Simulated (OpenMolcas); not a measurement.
Cr2+, Mo2+, W2+: d4 down the group

| Property | Result |
| --- | --- |
| Program | OpenMolcas 26.06 |
| Method | MS-RASPT2, IPEA 0.25 Eh, imaginary shift 0.1 Eh |
| Basis | ANO-RCC-VTZP |
| Scalar Hamiltonian | DKH2, point nucleus |
| Spin-orbit coupling | RASSI with atomic mean-field integrals over the reference wave functions, term energies averaged over their components |

Active space for each ion: 10 electrons in 8 orbitals (RAS1 p, at most 2 holes; RAS2 d); closed shells correlated by CASPT2: Cr2+ 3s; Mo2+ 4s; W2+ 5s.

Computed levels in cm-1 above 5D0:

```json
{"Level": "5D1", "Cr2+": "68.8", "Mo2+": "244", "W2+": "2290"}
{"Level": "5D2", "Cr2+": "204", "Mo2+": "678", "W2+": "4580"}
{"Level": "5D3", "Cr2+": "399", "Mo2+": "1248", "W2+": "6540"}
{"Level": "5D4", "Cr2+": "651", "Mo2+": "1917", "W2+": "8140"}
{"Level": "3P0(1)", "Cr2+": "17110", "Mo2+": "12530", "W2+": "12270"}
{"Level": "3P1(1)", "Cr2+": "17520", "Mo2+": "13800", "W2+": "16310"}
{"Level": "3H4", "Cr2+": "17640", "Mo2+": "13780", "W2+": "15270"}
{"Level": "3H5", "Cr2+": "17780", "Mo2+": "14350", "W2+": "18490"}
{"Level": "3H6", "Cr2+": "17940", "Mo2+": "14860", "W2+": "20040"}
{"Level": "weight of 5D in the lowest level (%)", "Cr2+": "100", "Mo2+": "98", "W2+": "71"}
```

Mixed levels, with the weight of the term that names them: W2+ 5D0 (71 %), W2+ 3P0(1) (62 %), W2+ 3H4 (59 %).

Measured, with the error of the calculation in %. Measured levels: Cr2+ from Sugar and Corliss, J. Phys. Chem. Ref. Data 6, 317 (1977); Mo2+ from Sugar and Musgrove, J. Phys. Chem. Ref. Data 17, 155 (1988); W2+ from NIST levels as listed in McCann et al., Mon. Not. R. Astron. Soc. 538, 537 (2025).

| Level | Cr2+ | Mo2+ | W2+ |
| --- | --- | --- | --- |
| 5D1 | 62.2 (+10.6) | 242 (+0.7) | 2256 (+1.4) |
| 5D2 | 183 (+11.1) | 668 (+1.4) | 4461 (+2.6) |
| 5D3 | 357 (+12.0) | 1224 (+1.9) | 6278 (+4.2) |
| 5D4 | 576 (+12.9) | 1872 (+2.4) | 7687 (+5.9) |
| 3P0(1) | 16771 (+2.0) | 11149 (+12.4) | 9904 (+23.9) |
| 3P1(1) | 17169 (+2.0) | 12510 (+10.3) | 12881 (+26.6) |
| 3H4 | 17274 (+2.1) | 12680 (+8.7) | 13701 (+11.5) |
| 3H5 | 17397 (+2.2) | 13276 (+8.1) |  |
| 3H6 | 17531 (+2.3) | 13811 (+7.6) |  |

The fine-structure level 5D4 changes by a factor of 12.5 from Cr2+ to W2+.

Without spin-orbit coupling 3P(1) lies 17470, 13440, 11100 cm-1 above 5D in that order; the difference to the level 3P0(1), of either sign, comes from spin-orbit coupling, which also lowers the zero.

CASPT2 breaks the degeneracy within a term, and the mean is taken; among the terms shown or strongly mixed into the levels shown the widest spread is 990 cm-1 (5d4 1I, W2+). Over all roots computed the reference weight is 0.90 to 0.96 in W2+; the roots of lowest weight are the least certain, and an intruder state may touch them. The CASPT2 spread within a term exceeds the gap to the next term for 3d4 3H and 3d4 3P(1), so the order of their levels is uncertain (figures for Cr2+; the like holds for Mo2+, W2+). Active for correlation alone: 3p; no level in the range computed is led by a configuration that opens it, so any true level of that kind is missing (holds for Cr2+). Active for correlation alone: 4p; no level in the range computed is led by a configuration that opens it, so any true level of that kind is missing (holds for Mo2+). Some levels mix across a computed gap that differs much from the measured one, so their mixing is not that of the real levels (holds for W2+). Active for correlation alone: 5p; no level in the range computed is led by a configuration that opens it, so any true level of that kind is missing (holds for W2+). Some terms miss by over 15 % even with CASPT2, which points to a basis or an active space too small for the shells correlated (holds for W2+). Measured partners are found by configuration, term and J. A level has none where our copy of the source lacks it or the pairing is in doubt (some pairs that miss far off the trend of their configuration count as doubtful), and it then counts in no deviation. Only configurations of the active space appear.

A number in round brackets counts repeated terms of one configuration in the order of the reference energies.
